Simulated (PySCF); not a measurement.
## Correlation energy of Rh²⁸⁺ (rhodium, charge +28)

[Ne] 3s2 3p5, 2P determinant. Computed with PySCF 2.14 in an even-tempered Gaussian basis (18 s from 3.6 bohr⁻², ratio 2.5; 12 p from 4.7 bohr⁻², ratio 2.5; 5 d from 23 bohr⁻², ratio 2.7; 4 f from 34 bohr⁻², ratio 2.7), with scalar relativity by spin-free X2C-1e. Frozen: 1s2; 15 electrons correlated; the 21 highest virtual orbitals of each spin left out.

| level | correlation energy (mhartree) |
| --- | --- |
| CCSD | -603.30 |
| (T) | -1.59 |
| CCSD(T) | -604.89 |

Diagnostics: T1 = 0.00080, D1 = 0.0036, largest double amplitude 0.025.

Spin-orbit coupling, absent here, splits the open shell strongly.

Cost of the coupled-cluster step: of the order of 70 core-seconds, for 15 correlated electrons.

Iterations:

```
CC2 = 0
CCSD nocc = (np.int64(8), np.int64(7)), nmo = (85, 85)
frozen orbitals [[0, 86, 87, 88, 89, 90, 91, 92, 93, 94, 95, 96, 97, 98, 99, 100, 101, 102, 103, 104, 105, 106], [0, 86, 87, 88, 89, 90, 91, 92, 93, 94, 95, 96, 97, 98, 99, 100, 101, 102, 103, 104, 105, 106]]
max_cycle = 100
direct = 0
conv_tol = 1e-08
conv_tol_normt = 1e-06
diis_space = 8
diis_start_cycle = 0
Init t2, MP2 energy = -0.58957661050988
Init E_corr(UCCSD) = -0.589576610511595
cycle = 1  E_corr(UCCSD) = -0.600536368888604  dE = -0.0109597584  norm(t1,t2) = 0.00929898
cycle = 2  E_corr(UCCSD) = -0.602798841891057  dE = -0.002262473  norm(t1,t2) = 0.00195133
cycle = 3  E_corr(UCCSD) = -0.603304163236961  dE = -0.000505321346  norm(t1,t2) = 0.000456898
cycle = 4  E_corr(UCCSD) = -0.603296494409208  dE = 7.66882775e-06  norm(t1,t2) = 2.5524e-05
cycle = 5  E_corr(UCCSD) = -0.603296162314608  dE = 3.320946e-07  norm(t1,t2) = 1.65588e-06
cycle = 6  E_corr(UCCSD) = -0.603296270381296  dE = -1.08066688e-07  norm(t1,t2) = 1.83953e-07
cycle = 7  E_corr(UCCSD) = -0.603296268011478  dE = 2.3698179e-09  norm(t1,t2) = 1.28658e-08
UCCSD converged
E(UCCSD) = -4235.96796328066  E_corr = -0.6032962680114778
UCCSD(T) correction = -0.00158651404661868
```

At this charge the one-electron X2C treatment keeps the bare 1/r₁₂, with no two-electron picture change or Breit term. The effect here is smaller than on the frozen 1s shell; and a scalar Hamiltonian misses the large spin-orbit splitting of the p shells, which matters for ns² → np² pairs.
